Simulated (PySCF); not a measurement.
## Polarisability and C₆ of Nb⁺ (niobium, charge +1)

[Kr] 4d3 5s1, high-spin 5F determinant (an excited configuration). Computed with PySCF 2.14 in aug-cc-pVTZ-PP with one added diffuse shell each of s, p, d, f, g type with ECP28MDF (7s7p6d4f3g, 113 functions), with scalar relativity through the core potential. Coupled (time-dependent) response in atomic units; α is the mean over directions.

```tsv
method	mean α (bohr³)	C₆ (like pair)	S(−4)
UHF	64.79	557.0	2908
PBE	46.43	379.9	1232
PBE0	49.54	407.3	1475
```

S(−4) is the Cauchy moment in α(ω) = α(0) + S(−4) ω² + …

Spin-orbit coupling is absent.

α(iu) at PBE:

```
u (hartree)  α(iu) (bohr³)
          0          46.43
     0.0500          43.58
      0.100          37.14
      0.200          24.78
      0.300          17.32
      0.500          10.31
      0.750          6.645
       1.00          4.778
       1.50          2.869
       2.00          1.912
       3.00          1.008
       5.00         0.4095
```

For an ion, C₆ is the dispersion term alone; charge-induced terms of lower order in 1/R come first.

Energies and moments cover only the electrons outside the core potential.
